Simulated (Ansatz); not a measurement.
A run for Ansatz (a quantum-chemistry and plane-wave program): R-PBE0/def2-TZVPP on CH4Si (SMILES C[SiH]), a point of a torsion scan.

Ansatz 0.2 input:
```yaml
crystal:
  periodic: [false, false, false]
  atoms:
    - {symbol: C, position_ang: [-0.53745960, 0.01809329, -0.02320059]}
    - {symbol: Si, position_ang: [1.21609534, 0.79795619, -0.02634729]}
    - {symbol: H, position_ang: [-0.71425062, -0.69996708, -0.82531774]}
    - {symbol: H, position_ang: [-1.29627598, 0.79515035, -0.10741898]}
    - {symbol: H, position_ang: [-0.72110063, -0.49453013, 0.92033732]}
    - {symbol: H, position_ang: [1.78817094, 0.10132618, -1.22085294]}
basis:
  gaussian:
    orbitals: def2-TZVPP
hamiltonian:
  xc: {name: PBE0}
scf: {lower_state_search: off}
```

Program output:

```
WARN ansatz: RAYON_NUM_THREADS=1 ignored (pool sized by the plan → 1); use --threads N
Functional definition: PBE0
these checks for a lower state are left out or cut short: stability, starts, cluster_reference, orbital_swaps, neighbouring_geometries, increment
integrals: 0.03 GiB planned
707 factors; their error is unknown
mean field: 0.37 GiB planned
mean field evaluation 1: about -8968.0411 eV, gradient 5.0e1 eV
mean field evaluation 2: about -8964.3413 eV, gradient 5.8e1 eV
mean field evaluation 4: about -8973.7619 eV, gradient 1.2e0 eV
mean field evaluation 8: about -8973.7770 eV, gradient 2.6e-1 eV
mean field evaluation 16: about -8973.7771 eV, gradient 3.9e-6 eV
mean field -8973.77707617 eV, -329.7802249047 hartree, gradient 3.9e-6 eV, S^2 0.000000; 0 other end points of the search recorded, 0 dependent functions left out
reference -8973.77710129 eV, -329.7802258276 hartree; 12, 12 occupied and 117, 117 virtual orbitals, 707 factors
Total energy: -8973.77710129 eV, -329.7802258276 hartree
Checks for a lower state left out: stability, starts, cluster_reference, orbital_swaps, neighbouring_geometries, increment
```

The calculation finished and met its thresholds.

Cost: roughly 1.0 core-seconds.
